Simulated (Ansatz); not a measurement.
CH$_{9}$GeN$_{3}$O (`C[O][Ge]([NH2])([NH2])[NH2]`). Total charge 0; spin multiplicity 1.

Cartesian coordinates in Å:
```
C -0.394 2.161 0.113
O 0.359 1.131 0.706
Ge 0.172 -0.539 0.126
N -1.608 -0.931 0.214
N 1.299 -1.414 1.255
N 0.588 -0.880 -1.617
H -0.243 3.072 0.697
H -1.466 1.934 0.095
H -0.070 2.362 -0.917
H -1.986 -0.920 1.151
H -1.852 -1.807 -0.226
H 1.788 -2.204 0.861
H 1.946 -0.803 1.732
H 1.531 -0.654 -1.895
H -0.063 -0.510 -2.295
```

(1) List the harmonic frequencies (cm⁻¹, unscaled) at PBE0-D4/def2-TZVP in Ansatz. (An estimate is asked.)

(2) Is this a minimum?

(3) Give the ideal-gas thermochemistry at 298.15 K and 1 bar (rigid rotor, harmonic oscillator; point group C1, symmetry number 1).

(4) And at 400, 500, 600, 800 and 1000 K?

## Answers

(1) The calculation gave: 70, 85, 119, 147, 200, 210, 221, 232, 266, 302, 325, 490, 522, 572, 633, 692, 713, 730, 850, 889, 913, 1130, 1182, 1202, 1474, 1492, 1502, 1566, 1573, 1580, 2999, 3059, 3100, 3566, 3573, 3578, 3659, 3672, 3680.

(2) Yes, all 39 modes are real.

(3) Zero-point energy 315.6 kJ/mol; H(298) − E = 345.6 kJ/mol; entropy 411.8 J/(mol·K), of which translation 171.5, rotation 115.8, vibration 124.6; G(298) − E = 222.9 kJ/mol. Modes under 100 cm⁻¹ are hindered rotations or soft bends, so the harmonic entropy is rough.

(4) 
```tsv
T (K)	H − E (kJ/mol)	S (J/mol/K)	G − E (kJ/mol)
400	363.1	461.9	178.3
500	382.5	505.3	129.9
600	403.9	544.1	77.4
800	450.9	611.6	-38.4
1000	502.5	669.1	-166.6
```
